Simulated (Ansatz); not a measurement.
CH2ClNSi (`ClC1=N[SiH2]1`) from Hartree–Fock to CCSD(T)

Z-matrix (Å, degrees):
```
Si
C 1 1.774
N 1 1.800 2 41.5
H 1 1.476 2 121.8 3 98.2
H 1 1.476 2 121.8 3 -98.2
Cl 2 1.709 1 159.7 3 180.0
```

The species carries charge 0 and has multiplicity 1. Geometry: relaxed with PBE0-D4/def2-TZVP. Frozen core, restricted reference, Ansatz 0.2.0. CBS rows extrapolate triple and quadruple zeta; past MP2 they add the triple-zeta difference.

```json
{"basis": "def2-SVP", "HF (Eh)": "-841.53264", "MP2 corr.": "-0.51674"}
{"basis": "def2-TZVPP", "HF (Eh)": "-841.91108", "MP2 corr.": "-0.65424"}
{"basis": "def2-QZVPP", "HF (Eh)": "-841.93712", "MP2 corr.": "-0.70564"}
```

(1) Estimate the CCSD correlation energy and the (T) correction in each basis where they were run (hartree).

Results:

(1) 
| basis | CCSD corr. | (T) |
| --- | --- | --- |
| def2-SVP | -0.54731 | -0.02118 |
| def2-TZVPP | -0.68314 | -0.03511 |
| CBS(def2) | -0.77262 | as TZ |
